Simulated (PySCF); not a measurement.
A PySCF script (with the pyscf-properties extension) for the NMR shieldings of `CCP(C)C(F)=C(F)F`, C5H8F3P, on a GFN2-xTB geometry:

```python
import basis_set_exchange as bse
import numpy as np
from pyscf import gto, dft
from pyscf.prop import nmr

atoms = """
C     2.180200    0.548737   -0.908201
C     1.418218    0.138027    0.345320
P    -0.056972   -0.914575   -0.063094
C    -0.753961   -1.073991    1.645863
C    -1.183487    0.438410   -0.625687
F    -0.799573    1.726670   -0.547491
C    -2.361607    0.145047   -1.158502
F    -2.781415   -1.112355   -1.254743
F    -3.277658    0.984151   -1.620526
H     2.471750   -0.327692   -1.483255
H     3.077950    1.102483   -0.640996
H     1.565855    1.184326   -1.541907
H     1.103821    1.017614    0.912730
H     2.057112   -0.474509    0.988046
H    -0.120658   -1.758306    2.207330
H    -0.793942   -0.111713    2.153913
H    -1.752632   -1.500294    1.581291
"""
names = dict.fromkeys(["C", "P", "F", "H"], "pcSseg-1")
basis = {el: gto.basis.parse(bse.get_basis(n, elements=[el], fmt="nwchem")) for el, n in names.items()}
mol = gto.M(atom=atoms, basis=basis, charge=0, verbose=0)
mf = dft.RKS(mol, xc="PBE0")
mf.grids.level = 2
mf.grids.alignment = dft.numint.BLKSIZE   # the property module wants whole blocks of grid points
mf.conv_tol = 1e-9
mf.kernel()

calc = nmr.RKS(mf)   # GIAO
C = mf.mo_coeff
Co = C[:, mf.mo_occ > 0]
resp = mf.gen_response(singlet=True, hermi=2)
def vind(x):   # induced exchange potential for any number of trial vectors
    d = np.einsum("pi,xij,qj->xpq", C, 2 * x.reshape(-1, C.shape[1], Co.shape[1]), Co, optimize=True)
    return np.einsum("xpq,pi,qj->xij", resp(d - d.transpose(0, 2, 1)), C, Co, optimize=True).ravel()
mo1, _ = nmr.rhf.solve_mo1(calc, with_cphf=vind)
sigma = calc.kernel(mo1)
for i, s in enumerate(sigma):   # ppm
    w = np.linalg.eigvalsh((s + s.T) / 2)
    print("%2d %-2s iso %8.1f  s11 %8.1f  s22 %8.1f  s33 %8.1f" % (i, mol.atom_pure_symbol(i), w.mean(), *w))
```

Problem. What are the results?

Solution. 
```
 0 C  iso    173.4  s11    162.7  s22    169.0  s33    188.6
 1 C  iso    162.9  s11    147.2  s22    162.0  s33    179.4
 2 P  iso    375.0  s11    329.2  s22    356.3  s33    439.5
 3 C  iso    170.4  s11    153.7  s22    171.5  s33    186.0
 4 C  iso     46.9  s11      8.7  s22     52.8  s33     79.2
 5 F  iso    384.5  s11    304.0  s22    393.2  s33    456.3
 6 C  iso     18.0  s11    -56.1  s22     53.4  s33     56.7
 7 F  iso    291.7  s11    242.0  s22    301.6  s33    331.6
 8 F  iso    261.1  s11    211.2  s22    280.0  s33    292.1
 9 H  iso     30.5  s11     26.1  s22     28.5  s33     36.9
10 H  iso     30.3  s11     25.3  s22     27.1  s33     38.4
11 H  iso     30.5  s11     24.8  s22     31.1  s33     35.6
12 H  iso     29.5  s11     26.3  s22     28.6  s33     33.6
13 H  iso     30.3  s11     24.8  s22     29.6  s33     36.5
14 H  iso     30.7  s11     26.1  s22     27.8  s33     38.3
15 H  iso     30.2  s11     25.9  s22     28.8  s33     35.7
16 H  iso     30.4  s11     25.6  s22     28.6  s33     37.0
```

These numbers come from an equivalent density-fitted implementation of the same equations, which agrees with the script to about 0.01 ppm for H and up to a few tenths of a ppm for heavy atoms, so last digits may differ.

Size and cost of the density-fitted run: 200 basis functions, 26 s wall time on 1 thread of an Arm Neoverse V2, shared host; peak memory 0.88 GiB.
